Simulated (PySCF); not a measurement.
SMILES C=Cc1ccc(C(=O)OC)cc1, GFN2-xTB optimised geometry.

```
22

C      1.09     4.19    -0.24
C      1.56     2.97    -0.03
C      0.78     1.74    -0.02
C     -0.62     1.72    -0.01
C     -1.31     0.53     0.00
C     -0.63    -0.68     0.00
C     -1.42    -1.94     0.00
O     -2.62    -1.98     0.05
O     -0.64    -3.04    -0.05
C     -1.34    -4.27    -0.05
C      0.77    -0.68     0.00
C      1.45     0.51     0.00
H      1.75     5.05    -0.24
H      0.05     4.40    -0.41
H      2.62     2.83     0.12
H     -1.17     2.65     0.00
H     -2.39     0.51     0.01
H     -2.02    -4.32    -0.90
H     -1.92    -4.39     0.87
H     -0.58    -5.05    -0.12
H      1.30    -1.62     0.01
H      2.53     0.51     0.00
```

Density from PBE0/def2-SVP in PySCF 2.14.0 at that geometry.

Minimum of the electron density along straight lines between bonded atoms, close to the bond critical point (lines longer than 1.1 times the sum of covalent radii, or with two minima, are not listed):

```csv
bond,length / Å,ρ at the minimum / e bohr⁻³,∇²ρ there / e bohr⁻⁵,position (fraction from the first atom)
C1–C2,1.328,0.342,-0.92,0.50
C2–C3,1.457,0.276,-0.68,0.50
C3–C4,1.397,0.306,-0.77,0.50
C4–C5,1.378,0.316,-0.81,0.50
C5–C6,1.394,0.307,-0.78,0.50
C6–C7,1.479,0.272,-0.68,0.48
C7–O8,1.208,?,0.28,0.33
C7–O9,1.344,0.302,?,0.34
O9–C10,1.418,?,-0.28,0.66
C6–C11,1.393,0.307,-0.77,0.50
C3–C12,1.398,0.306,-0.77,0.50
C11–C12,1.379,0.315,-0.82,0.50
C1–H13,1.076,0.284,-1.09,0.63
C1–H14,1.076,0.284,-1.09,0.63
C2–H15,1.083,0.282,-1.07,0.63
C4–H16,1.079,0.285,-1.09,0.63
C5–H17,1.080,0.286,-1.12,0.64
C10–H18,1.092,0.282,-1.09,0.64
C10–H19,1.092,0.282,-1.09,0.64
C10–H20,1.087,0.285,-1.11,0.64
C11–H21,1.079,0.286,-1.12,0.64
C12–H22,1.081,0.283,-1.07,0.63
```

Question: What belongs in the gaps?

Answer: 
- C7–O8, ρ at the minimum / e bohr⁻³: 0.416
- C7–O9, ∇²ρ there / e bohr⁻⁵: -0.37
- O9–C10, ρ at the minimum / e bohr⁻³: 0.246
